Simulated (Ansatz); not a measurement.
Geometry optimisation, RKS PBE0-D4/def2-SVP (Ansatz 0.2.0).

The input (input.yaml):

```yaml
crystal:
  periodic: [false, false, false]
  atoms:
    - { symbol: C, position_ang: [-1.2256, -1.012, 0.7537] }
    - { symbol: B, position_ang: [-0.397, -0.1014, -0.2598] }
    - { symbol: C, position_ang: [-1.02848, 0.23935, -1.65541] }
    - { symbol: Al, position_ang: [-1.05971, -1.42196, -2.8971] }
    - { symbol: Si, position_ang: [1.3513, 0.61725, 0.19226] }
    - { symbol: F, position_ang: [2.51225, 0.02314, -0.90788] }
    - { symbol: H, position_ang: [-0.7164, -1.9026, 1.0113] }
    - { symbol: H, position_ang: [-2.2015, -1.2039, 0.2523] }
    - { symbol: H, position_ang: [-1.4625, -0.3666, 1.7078] }
    - { symbol: H, position_ang: [-2.06279, 0.58683, -1.55281] }
    - { symbol: H, position_ang: [-0.42349, 0.96902, -2.19673] }
    - { symbol: H, position_ang: [-2.09249, -2.58403, -2.44003] }
    - { symbol: H, position_ang: [0.36856, -1.93328, -3.32537] }
    - { symbol: H, position_ang: [1.33761, 2.05378, 0.16708] }
    - { symbol: H, position_ang: [1.70687, 0.16051, 1.55507] }
basis:
  gaussian: { orbitals: def2-SVP }
hamiltonian:
  xc: pbe0
  dispersion: d4
relax:
  f_tol: 0.015
  max_steps: 40
```

Launched with:

```bash
$ ansatz run input.yaml --threads 2 --pin off --max-ram 3072MiB --backend cpu --events-out ev --progress --plain --runs-dir out
```

**Question.** Where does it end, and by what steps?

**Answer.** The run converged. After 29 steps the energy has fallen by 1.646 eV; H12 moved furthest, 2.21 Å. Joined: Al4–F6.

```tsv
step	energy less start (eV)	largest force component (eV/Å)	accepted
0	0.0000	3.296	yes
2	-0.9211	0.467	yes
4	-0.9706	0.095	yes
6	-0.9972	0.330	yes
8	-1.0239	0.154	yes
10	-1.0326	0.076	yes
12	-1.0489	0.096	yes
14	-1.0913	0.226	yes
16	-1.2139	0.226	yes
18	-1.4405	0.552	yes
20	-1.6031	0.739	yes
22	-1.6307	0.286	no
24	-1.6444	0.039	yes
26	-1.6451	0.019	yes
28	-1.6455	0.018	yes
29	-1.6455	0.008	yes
```

```xyz
15
Properties=species:S:1:pos:R:3
C -1.700 -0.695 0.948
B -0.793 -0.025 -0.144
C -1.172 0.290 -1.564
Al 0.001 -1.200 -2.387
Si 1.218 0.203 0.048
F 1.597 -0.420 -1.547
H -1.274 -1.646 1.312
H -2.729 -0.880 0.604
H -1.755 -0.038 1.836
H -2.223 0.198 -1.878
H -0.652 1.092 -2.116
H -0.013 -2.641 -1.705
H 0.224 -1.014 -3.948
H 1.831 1.564 0.011
H 2.047 -0.663 0.936
```

Whether the end is a true minimum wasn't checked by a vibrational analysis.

Time of the run: 2.8 min on 2 threads of Arm Neoverse V1, with other jobs on the host, peak memory 0.39 GiB.
